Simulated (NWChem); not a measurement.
# C₄H₂N₂S; SMILES c1(C#N)cscn1

```xyz
9

N      0.2078    -3.2583     0.0000
C      0.0835    -2.0915     0.0000
C     -0.0403    -0.6647     0.0000
C      1.0479     0.2041     0.0000
S      0.4904     1.8310     0.0000
C     -1.1613     1.2328     0.0000
N     -1.2839    -0.0658     0.0000
H      2.1144    -0.0479     0.0000
H     -2.0061     1.9372     0.0000
```
Atoms are numbered in this order, from 1.

All runs use the structure optimised with PBE-D3(BJ)/def2-SVP. B3LYP is NWChem's, with the RPA form of VWN correlation.

Symmetry labels are those of Cs in the frame above (b1 and b2, or b-type labels, depend on it).

Problem. List the 4 lowest vertical singlet excitations from B3LYP/6-31G* (spherical d), TDA (NWChem).

Solution. 
```tsv
state	energy (eV)	oscillator strength	symmetry	leading excitation (squared amplitude)
S1	5.27	0.000	a"	HOMO−1 → LUMO (0.98)
S2	5.56	0.110	a'	HOMO → LUMO (0.71)
S3	5.78	0.000	a"	HOMO → LUMO+2 (0.98)
S4	6.15	0.056	a'	HOMO → LUMO+1 (0.45)
```
